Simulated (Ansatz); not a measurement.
MoO2Cl2, SMILES [O]=[Mo](=[O])([Cl])[Cl], multiplicity 1.

Geometry: PBE-D3(BJ)/def2-SVP. The spin state was assumed, not searched. The isomer is the one that the SMILES or the coordinates give; other isomers of the formula were not compared. The def2 effective core potentials stand for the cores of Mo; spin–orbit coupling is left out.

Two levels are set side by side: PBE/def2-SVPD (Ansatz, a program for electronic structure) and PBE0/def2-SVPD (Ansatz). Energy differences of separate SCF runs at the same geometry; the states with an electron removed or added have multiplicity 2 and 2. Differences are taken from unrounded values.

```csv
quantity,PBE0
vertical ionisation energy (eV),11.90
vertical electron affinity (eV),2.33
vertical singlet–triplet gap (eV),3.45
```

**Question.** What does PBE give, and how far is it from PBE0? (The exact figures need the calculation; the answer reports its results.)

**Answer.** 
```tsv
quantity	PBE	PBE minus PBE0
vertical ionisation energy (eV)	11.48	-0.42
vertical electron affinity (eV)	1.82	-0.51
vertical singlet–triplet gap (eV)	3.70	0.25
```
